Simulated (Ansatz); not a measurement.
Cost and result up the ladder for Cs₃I₂ (5 atoms). Total charge 0; doublet. Geometry: PBE-D4/def2-SVP.

```xyz
5

Cs    0.7719    0.5458    2.4963
Cs   -0.1426   -2.0701   -1.6991
Cs   -0.8258    3.3519   -1.8721
I    -2.1083    0.4874    0.1442
I     2.3048   -2.3150    0.9308
```

Ansatz on 4 threads of Arm Neoverse V2 on a shared host. Times are rough, and most runs start from the orbitals of an earlier one. ωB97X-V/def2-TZVP serves as the yardstick here, not as an exact answer. Differences are given only for rows in sets of like size (and for xTB, whose basis is part of the method), since another set adds its own error. Binding counts from free atoms at the same level (Cs doublet, I doublet; other spins of the atoms weren't run), without zero-point energy or a counterpoise term.

In the def2 sets Cs, I take a core potential; there is no spin–orbit coupling. Correlated methods freeze 8 core orbitals; core or outer-core shells of Cs, I are correlated, in sets that lack core-valence functions. The rows differ in basis, and correlated rows in double-zeta sets carry the largest basis error. Another isomer (doublet) lies 0.08 eV lower at PBE0-D4/def2-TZVP; other spin states weren't run for this one.

Correlated methods converge slowly with the basis, most of all in double-zeta sets.

```tsv
level	functions	wall time	binding energy per atom (eV)	difference from ωB97X-V/def2-TZVP (eV)
PBE-D4/def2-SVP	124	6 s	1.79	–
MP2/def2-TZVP	187	6.5 s	1.81	-0.06
PBE-D4/def2-TZVP (with forces)	187	9 s	1.79	-0.08
PBE0-D4/def2-SVP	124	9 s	1.81	–
PBE0-D4/def2-TZVP	187	13 s	1.81	-0.06
PBE-QIDH/def2-TZVP	187	20 s	1.83	-0.05
r2SCAN-D4/def2-TZVP	187	20 s	1.85	-0.03
r2SCANh-D4/def2-TZVP	187	24 s	1.84	-0.03
ωB97X-V/def2-TZVP	187	42 s	1.87	0.00
CCSD(T)/def2-SVP	124	3.1 min	1.67	–
```
